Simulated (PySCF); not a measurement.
# SnC: one state, many levels of theory

State: ³Π (triplet), unpaired electrons σ ↑, π ↑. Set-up: Sn def2-TZVPP with ECP28, C def2-TZVPP; scalar-relativistic core potentials (PySCF 2.14). De refers to Sn + C in their high-spin ground configurations, without counterpoise correction. The functionals are run spin-unrestricted. A positive dipole means Sn(−)C(+). Levels whose curve was spin-contaminated or gave no clean fit are not listed.

```
       Level  Re (Å)  ωe (cm⁻¹)  De (eV)  μ (D)
    ROHF-MP2   1.984        771     2.96    n/a
ROHF-SCS-MP2   1.989        758     2.74    n/a
   ROHF-CCSD   2.001        695     2.74    n/a
ROHF-CCSD(T)   2.013        679     3.08    n/a
         PBE   2.013        669     3.63  -2.66
        TPSS   2.010        670     3.41  -2.63
       M06-L   2.011        672     3.70  -2.59
```

(1) Which functional lies closest to ROHF-CCSD(T) in De, which farthest, and by how much do they differ from it?

(2) What does the triples do here, going from ROHF-CCSD to ROHF-CCSD(T)?

Correlated steps freeze 5 core orbitals. These are scalar-relativistic numbers at best; spin–orbit coupling would shift them, the dissociation energy most. The CCSD T1 diagnostic is raised, a sign that a single reference may not be enough here. The state is the lowest determinant that a PBE0 search found; another state may lie lower at other levels.

The whole job (state search and all levels along the bond) took about 4.9 min on 1 thread of AMD EPYC 9R45 96-Core (shared host), peak memory 2.1 GiB.

## Answers

(1) Closest is TPSS (-0.3 pm in Re, -1.3 % in ωe, +0.33 eV in De against ROHF-CCSD(T) in the same basis), farthest M06-L (-0.2 pm in Re, -1.0 % in ωe, +0.62 eV in De). CCSD(T) converges more slowly with the basis than the functionals do and binds too weakly in this one, so the order can change at the basis-set limit.

(2) ROHF-CCSD(T) less ROHF-CCSD: +1.2 pm in Re, -2.3 % in ωe, +0.34 eV in De. Correlation nearly always deepens the well. The bond lengthens, as in strong covalent bonds, where excitations into antibonding orbitals dominate.
